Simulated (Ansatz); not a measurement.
Program: Ansatz. Geometries: PBE0-D4/def2-TZVP. ΔE: electronic, gas phase. CCSD(T)/CBS adds triple-zeta CCSD(T) − MP2 to the extrapolated MP2 energy (def2 sets, frozen cores). This one scheme is used for every species. Functionals use def2-TZVPP. B3LYP here is the variant with VWN-RPA as its local correlation; programs differ in this. HSE06 is defined as in plane-wave codes. Each species was taken in one conformer, which may not be the lowest.

Reaction (ligand exchange at the Si–C bond): `C#C[SiH](C)OC` + HCl → `C#C[SiH](Cl)OC` + CH₄

| level | ΔE (kJ/mol) | difference from CCSD(T)/CBS |
| --- | --- | --- |
| LDA (SPW92) | -99.8 | 6.8 |
| BLYP-D4 | -108.6 | -2.0 |
| B3LYP-D4 | -109.0 | -2.4 |
| ωB97M-V | -106.7 | -0.1 |
| BLYP | -108.1 | -1.5 |
| B3LYP | -108.4 | -1.8 |
| HSE06 | -105.5 | 1.1 |
| CAM-B3LYP | -106.7 | -0.1 |
| RPA@PBE/def2-TZVPP | -99.7 | 6.9 |
| HF/def2-TZVPP | -113.6 | -7.0 |
| CCSD/def2-TZVPP | -103.2 | 3.4 |
| HF/def2-QZVPP | -113.5 | -6.9 |
| SCS-MP2/def2-QZVPP | -110.4 | -3.8 |
| HF/CBS(def2) | -113.4 | -6.8 |
| MP2/CBS(def2) | -112.5 | -5.9 |
| CCSD/CBS(def2) | -106.4 | 0.2 |
| CCSD(T)/CBS | -106.6 | 0 |

Task: What do rigid-rotor, harmonic-oscillator terms from PBE0-D4/def2-TZVP frequencies (298.15 K, 1 bar) make of the CCSD(T)/CBS value? (Best estimate.)

Result: Computed: ΔZPE = +8.7 kJ/mol, ΔH = -98.6 kJ/mol, ΔS = -8 J/(mol·K), ΔG = -96.3 kJ/mol.

Largest T1 diagnostic among the species: 0.012.

Leaving LDA and LC-ωPBE aside and taking each functional with its dispersion term where it has one, the values, not all of them listed here, spread over 6.8 kJ/mol, from BHLYP-D4 to revPBE-D4. LDA lies +4.9 kJ/mol from PBE without D4. In def2-TZVPP, CCSD(T) changes the Hartree–Fock value by +10.2 kJ/mol (the triples alone add −0.2 kJ/mol) and MP2 by +4.2 kJ/mol.
